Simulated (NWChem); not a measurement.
Molecule: CH6FNSi2; SMILES C1([SiH2]N[SiH2]1)F

```xyz
11

F     -0.2977    -2.0851     0.0000
C      0.4926    -0.9254     0.0000
Si     0.0218     0.3899     1.3260
N     -0.2501     1.4993     0.0000
Si     0.0218     0.3899    -1.3260
H      1.5468    -1.2273     0.0000
H      1.0993     0.8097     2.2698
H     -1.1753     0.0213     2.1311
H     -0.5319     2.4703     0.0000
H     -1.1753     0.0213    -2.1311
H      1.0993     0.8097    -2.2698
```
Atoms are numbered in this order, from 1.

Coordinates come from a B3LYP/6-31G* (spherical d) optimisation.

Symmetry labels are those of Cs in the frame above (b1 and b2, or b-type labels, depend on it).

### Question
List the 6 lowest vertical singlet excitations from B3LYP/6-31+G* (spherical d), TDA (NWChem).

### Answer
```tsv
state	energy (eV)	oscillator strength	symmetry	leading excitation (squared amplitude)
S1	5.38	0.006	a'	HOMO → LUMO (0.99)
S2	5.65	0.055	a"	HOMO−1 → LUMO (0.97)
S3	6.40	0.009	a'	HOMO → LUMO+1 (0.95)
S4	6.57	0.011	a"	HOMO−1 → LUMO+1 (0.82)
S5	6.71	0.005	a"	HOMO−1 → LUMO+2 (0.80)
S6	6.83	0.007	a'	HOMO → LUMO+2 (0.94)
```
